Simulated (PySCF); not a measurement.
I$_{2}$Pb, charge +1, doublet, geometry from GFN2-xTB (such geometries of metal compounds can be far from the true shape) (a state made from the parent by changing its charge; the spin is typed, not shown lowest) (core potentials on I, Pb). Base run: DF-R2SCAN/def2-SV(P) (PySCF).

The PySCF input:
```python
from pyscf import gto, scf, dft

mol = gto.Mole()
mol.atom = '''
    Pb   -0.01084049   -0.00932550    1.23050916
    I     0.87526343   -1.53023929   -0.95591802
    I    -0.85849135    1.54466741   -0.94788860
'''
mol.basis = 'def2-sv(p)'
mol.ecp = {'I': 'def2-sv(p)', 'Pb': 'def2-sv(p)'}
mol.charge = 1
mol.spin = 1
mol.verbose = 5
mol.build()

mf = dft.UKS(mol)
mf.xc = 'r2scan'
mf = mf.density_fit(auxbasis='def2-universal-jkfit')
mf.kernel()
```

Each row names what was changed in the base input (with any setting that the change needs).

| change | basis functions | E (Eh) | HOMO (eV) | core-seconds (rough) |
|---|---|---|---|---|
| base | 78 | -788.39969 | -11.68 | 20 |
| basis = LANL2DZ | 24 | -26.03628 | -11.95 | 4 |
| basis = def2-SVP | 78 | -788.39969 | -11.68 | 20 |
| basis = def2-SVPD | 102 | -788.40394 | -11.61 | 20 |
| basis = def2-TZVP | 150 | -788.42904 | -11.61 | 30 |
| basis = def2-TZVPP | 150 | -788.42904 | -11.61 | 40 |
| basis = def2-TZVPD | 174 | -788.42956 | -11.61 | 60 |
| basis = def2-QZVPP | 246 | -788.43354 | -11.62 | 90 |
| basis = def2-QZVP | 246 | -788.43354 | -11.62 | 100 |

Totals compare only among sets that treat the same electrons; sets with core potentials leave the core out.

Open shells are given as the SCF converged; they aren't shown to be the lowest states, and a large step between rows can be another state.
